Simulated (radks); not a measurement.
Values are calculated unless marked as measured or tabulated.
Problem. The table gives one normalised radial function P(r) = r R(r) of O2+ in [He] 2s2 2p2 (r in bohr). Code: a radial shooting solver on a logarithmic mesh with Libxc functionals. Model: scalar-relativistic Kohn-Sham, PBE, spin-polarised, spherical densities, finite nucleus; open shells are filled with parallel spins first; Fermi nuclear charge, rms radius 2.6991 fm.

r	P
0.01562	0.5984
0.01923	0.7155
0.02349	0.8444
0.02892	0.9951
0.03533	1.1546
0.04349	1.3317
0.05312	1.5064
0.06489	1.6760
0.07989	1.8330
0.09758	1.9486
0.1201	2.0121
0.1467	2.0003
0.1807	1.8980
0.2207	1.7099
0.2695	1.4451
0.3318	1.1180
0.4053	0.7942
0.499	0.4935
0.6095	0.2722
0.7504	0.1233
0.9166	0.0470
1.119	0.0140
1.378	0.0029
1.684	0.0004
2.073	0.0000
2.532	0.0000
3.117	0.0000
3.807	0.0000

Which n and l does it have? It may be an empty orbital.

Solution. n = 1, l = 0: the number of nodes gives n - l - 1 = 0, the rise at small r (about r^(l+1)) gives l, and the extent must fit the shell. The curve is that of 1s down; the table hardly tells the two spins apart. 1s down: eigenvalue -556.23 eV, 0 radial nodes, <r> = 0.199 bohr, 90 % of the charge inside 0.356 bohr.
